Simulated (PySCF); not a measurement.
PySCF input file for Ga(F)(Cl)(OH) (ClFGaHO), SMILES [OH][Ga]([F])[Cl], KT2/pcSseg-1. The structure is a stationary point at ωB97X-D3(BJ)/def2-SVP. One conformer was computed; it need not be the lowest.

```python
import numpy as np
from pyscf import gto, scf, dft
from pyscf.prop.nmr import rks as nmr

mol = gto.M(
    atom='''
    Ga   -0.00609662    0.28725356   -0.00000000
    F    -1.56892683    1.06319472    0.00000000
    Cl    0.08453747   -1.81994108    0.00000000
    O     1.44948146    1.27957408   -0.00000000
    H     1.27634813    2.22879266    0.00000001
    ''',
    basis='pcSseg-1',
    charge=0,
    spin=0,
    max_memory=1600,
    verbose=3,
)
mf = dft.RKS(mol, xc='kt2')
mf.grids.level = 3
mf.conv_tol = 1e-10
mf.max_cycle = 100
mf.kernel()
n = nmr.NMR(mf)
n.verbose = 2
n.max_cycle_cphf = 60
sigma = n.kernel()
print('atom   isotropic/ppm   span/ppm')
for i, s in enumerate(sigma):
    w = np.linalg.eigvalsh((s + s.T) / 2)
    print(f'{mol.atom_symbol(i):2s}{i + 1:3d} {w.mean():14.3f} {w[2] - w[0]:11.3f}')
```

Output:

```
converged SCF energy = -2574.50424363949
atom   isotropic/ppm   span/ppm
Ga  1       1489.805     522.015
F   2        283.702     233.508
Cl  3        946.692     247.159
O   4        260.035     137.326
H   5         28.733      21.497
```

The run converged.

Cost: about 9 core-seconds (a rough figure).
